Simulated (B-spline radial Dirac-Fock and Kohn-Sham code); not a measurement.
**Subshell cross sections of Fe⁴⁺, photon energy 326 eV**

System: iron as Fe⁴⁺, [Ar] 3d4.

The computed values come from a radial atomic solver: a relativistic central-field model (Hartree-Slater potential of the initial state, Latter tail, multipole expansion of the photon field, Dirac-Fock thresholds). The asymmetry parameter β is from the dipole term alone. Kinetic energies are from the vacuum level. Open shells are spread statistically over j, without multiplet splitting.

```tsv
subshell	electrons	binding (eV)	kinetic (eV)	σ (kb)	β
3s	2	172.0	154.0	151	2.00
3p1/2	2	131.8	194.2	193	1.55
3p3/2	4	130.1	195.9	389	1.55
3d3/2	1.6	72.82	253.2	113	1.25
3d5/2	2.4	72.63	253.4	168	1.25
```

Branching ratios of the spin-orbit partners (statistical value in brackets): 3p 2.01 (2.00), 3d 1.48 (1.50).

Run: 2.8 s of CPU time on 1 thread of Neoverse-N1 (shared host), peak memory 0.30 GiB.
